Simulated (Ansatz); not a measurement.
A nudged elastic band was laid between two geometries of CH$_{4}$BFOSi (9 atoms, charge 0, multiplicity 1).

Theory: RHF/def2-SVP (Ansatz).

```json
{
 "movable images": "7",
 "climbing image": "yes",
 "spring": "5.0 eV/Å²",
 "optimiser": "quadratic models (default)",
 "start path": "through a guess of the saddle point",
 "force threshold": "0.03 eV/Å",
 "iteration limit": "60",
 "end points": "relaxed"
}
```

First end point:

```xyz
9
Properties=species:S:1:pos:R:3
O -1.025 1.137 1.962
C -0.247 1.351 1.085
B 0.620 0.157 0.489
Si -0.041 -1.050 -1.008
F -1.341 -0.391 -1.713
H -0.122 2.382 0.694
H 1.686 -0.047 0.999
H 0.989 -1.215 -2.056
H -0.429 -2.370 -0.470
```

Last end point:

```xyz
9
Properties=species:S:1:pos:R:3
O -0.877 1.800 1.398
C -0.048 0.932 1.033
B 0.779 -0.105 0.616
Si 0.001 -1.084 -0.961
F -1.373 -0.333 -1.406
H -0.757 2.637 0.956
H 1.828 -0.334 1.144
H 0.892 -1.071 -2.143
H -0.357 -2.487 -0.656
```

Q: What changes between the two ends?

A: Bonds broken: C2–H6. Bonds formed: O1–H6.

Q: What energy profile does the band end with?

A: The run converged. The highest image is number 4 of 0 to 8, 87.0 kcal/mol above the first end and 60.4 kcal/mol above the last; the last end lies 26.6 kcal/mol above the first. Neighbouring images differ by up to 2.5 eV, so the band resolves the path poorly. A vibrational analysis at the climbing image gives one clearly imaginary mode, 2668i cm⁻¹: a first-order saddle point. The orbitals stay closed-shell, which can raise the energy where a bond breaks towards radicals; this wasn't checked here.

```tsv
image	path coordinate (Å)	energy (kcal/mol)	C2–H6 (Å)	O1–H6 (Å)
0	0.00	0.0	1.11	1.99
1	0.37	0.1	1.11	1.99
2	0.73	1.1	1.11	1.97
3	1.10	29.5	1.09	1.63
4	1.46	87.0	1.21	1.22
5	1.74	52.8	1.46	0.99
6	2.01	30.6	1.74	0.95
7	2.28	27.1	1.83	0.95
8	2.56	26.6	1.85	0.95
```

Q: What is the geometry of the highest image?

A: 
```xyz
9
Properties=species:S:1:pos:R:3
O -0.958 1.777 1.710
C -0.146 1.033 1.123
B 0.686 -0.008 0.577
Si -0.052 -1.054 -0.984
F -1.535 -0.496 -1.334
H -0.298 2.183 0.769
H 1.811 -0.078 0.980
H 0.765 -0.913 -2.207
H -0.185 -2.489 -0.653
```

The run took 9 min on 1 thread of Arm Neoverse V1, with other jobs on the host, peak memory 0.17 GiB.
